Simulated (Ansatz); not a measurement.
Ansatz (an electronic-structure program) input (CCSD(T)/aug-cc-pVDZ):

Ansatz 0.2 input:
```yaml
crystal:
  periodic: [false, false, false]
  atoms:
    - {symbol: C, position_ang: [-1.31753073, -0.32771915, 1.26374725]}
    - {symbol: C, position_ang: [-0.71150270, -0.33924838, -0.14471000]}
    - {symbol: C, position_ang: [-1.03861339, 0.97669029, -0.85773641]}
    - {symbol: C, position_ang: [-1.30574657, -1.50877475, -0.93769083]}
    - {symbol: C, position_ang: [0.82475514, -0.53925964, -0.07753301]}
    - {symbol: C, position_ang: [1.57711432, 0.49650175, 0.69767062]}
    - {symbol: C, position_ang: [2.45644224, 1.34435226, 0.17897676]}
    - {symbol: H, position_ang: [-1.06076117, -1.23848432, 1.81041309]}
    - {symbol: H, position_ang: [-0.96846053, 0.52651881, 1.84553415]}
    - {symbol: H, position_ang: [-2.40660361, -0.26631635, 1.21015942]}
    - {symbol: H, position_ang: [-2.11943577, 1.11597146, -0.93090316]}
    - {symbol: H, position_ang: [-0.62075403, 1.83110797, -0.32411697]}
    - {symbol: H, position_ang: [-0.62963412, 0.98410330, -1.87091331]}
    - {symbol: H, position_ang: [-2.38948788, -1.40690296, -1.02739392]}
    - {symbol: H, position_ang: [-1.09751038, -2.46259472, -0.44723040]}
    - {symbol: H, position_ang: [-0.88830482, -1.55129795, -1.94633611]}
    - {symbol: H, position_ang: [1.01272140, -1.52265989, 0.36879521]}
    - {symbol: H, position_ang: [1.21395547, -0.57662264, -1.09902698]}
    - {symbol: H, position_ang: [1.37835108, 0.54158503, 1.76463200]}
    - {symbol: H, position_ang: [2.97460036, 2.07272475, 0.78971196]}
    - {symbol: H, position_ang: [2.69181408, 1.33761323, -0.87967152]}
basis:
  gaussian:
    orbitals: aug-cc-pVDZ
magnetization: {spin_polarized: false}
correlation: {method: ccsd_t, electrons: outside_noble_gas}
output: {forces: true}
```

End of the output:

```
cycle   7  -30.66941859 eV  change    1.0e-4 eV  update   1.3e-4
cycle   8  -30.66944381 eV  change   -2.5e-5 eV  update   4.3e-5
cycle   9  -30.66944321 eV  change    6.0e-7 eV  update   1.6e-5
cycle  10  -30.66943104 eV  change    1.2e-5 eV  update   5.6e-6
perturbative correction -1.11530114 eV, -0.0409865608 hartree
the calculation of the forces begins
1.59 GiB of device memory are held for the factors and their scratch space
Total energy: -7467.01111583 eV, -274.4075971848 hartree
Atom 0 at    -1.317531    -0.327719     1.263747 Å, force     0.083870    -0.001569    -0.130246 eV/Å
Atom 1 at    -0.711503    -0.339248    -0.144710 Å, force     0.100356     0.018035     0.012079 eV/Å
Atom 2 at    -1.038613     0.976690    -0.857736 Å, force     0.043195    -0.119067     0.068197 eV/Å
Atom 3 at    -1.305747    -1.508775    -0.937691 Å, force     0.061879     0.110886     0.075609 eV/Å
Atom 4 at     0.824755    -0.539260    -0.077533 Å, force    -0.256239    -0.074319    -0.041686 eV/Å
Atom 5 at     1.577114     0.496502     0.697671 Å, force    -0.849242    -0.699166     0.540521 eV/Å
Atom 6 at     2.456442     1.344352     0.178977 Å, force     0.807990     0.788443    -0.507194 eV/Å
Atom 7 at    -1.060761    -1.238484     1.810413 Å, force     0.128497    -0.424391     0.236638 eV/Å
Atom 8 at    -0.968461     0.526519     1.845534 Å, force     0.166162     0.409136     0.260371 eV/Å
Atom 9 at    -2.406604    -0.266316     1.210159 Å, force    -0.502812     0.029599    -0.038782 eV/Å
Atom 10 at    -2.119436     1.115971    -0.930903 Å, force    -0.500225     0.056215    -0.026392 eV/Å
Atom 11 at    -0.620754     1.831108    -0.324117 Å, force     0.195025     0.394958     0.266689 eV/Å
Atom 12 at    -0.629634     0.984103    -1.870913 Å, force     0.196744    -0.012974    -0.466696 eV/Å
Atom 13 at    -2.389488    -1.406903    -1.027394 Å, force    -0.502124     0.058163    -0.034745 eV/Å
Atom 14 at    -1.097510    -2.462595    -0.447230 Å, force     0.101430    -0.431241     0.236182 eV/Å
Atom 15 at    -0.888305    -1.551298    -1.946336 Å, force     0.199934    -0.009167    -0.460714 eV/Å
Atom 16 at     1.012721    -1.522660     0.368795 Å, force     0.079038    -0.439809     0.193057 eV/Å
Atom 17 at     1.213955    -0.576623    -1.099027 Å, force     0.175309    -0.009844    -0.491424 eV/Å
Atom 18 at     1.378351     0.541585     1.764632 Å, force    -0.081949     0.023843     0.520396 eV/Å
Atom 19 at     2.974600     2.072725     0.789712 Å, force     0.243045     0.341851     0.292861 eV/Å
Atom 20 at     2.691814     1.337613    -0.879672 Å, force     0.110115    -0.009580    -0.504720 eV/Å
Dipole moment:    -0.047731    -0.030746     0.003050 e Å
```
